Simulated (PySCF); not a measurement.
CH3O3Tc, SMILES [CH3][Tc](=[O])(=[O])=[O], multiplicity 1. Geometry optimised at r2SCAN-D4/def2-SVP. The spin state was assumed, not searched. The def2 effective core potentials stand for the cores of Tc; spin–orbit coupling is left out.

Give the equilibrium geometry at r2SCAN-D4/def2-SVP (PySCF confirms it by a frequency run) as Cartesian coordinates in Å, and its point group. (Estimate from the structure and the level; the computed values follow.)

point group C3v.
```xyz
8

Tc     0.0000     0.0000    -0.1096
O     -1.3966     0.8063    -0.5789
O      1.3966     0.8063    -0.5789
O      0.0000    -1.6126    -0.5789
C      0.0000     0.0000     1.9511
H      0.0000     1.0442     2.2998
H      0.9043    -0.5221     2.2998
H     -0.9043    -0.5221     2.2998
```
Charge 0, spin multiplicity 1.
